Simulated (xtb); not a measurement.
xtb input:

```bash
xtb mol.xyz --gfn 2 --sp --chrg 1 --uhf 0
```
mol.xyz:
```
5

Mg    -0.65978623    -0.39212870    -0.53602548
C      0.80746738     0.47989958     0.65600503
H      1.29643546    -0.33401059     1.18666364
H      0.29201200     1.16150581     1.32895140
H      1.48418304     0.99865173    -0.01933951
```

Q: Which total energy does the run end on?

A: -3.72859 Eh (GFN2-xTB).

It need not be the lowest isomer of its formula.
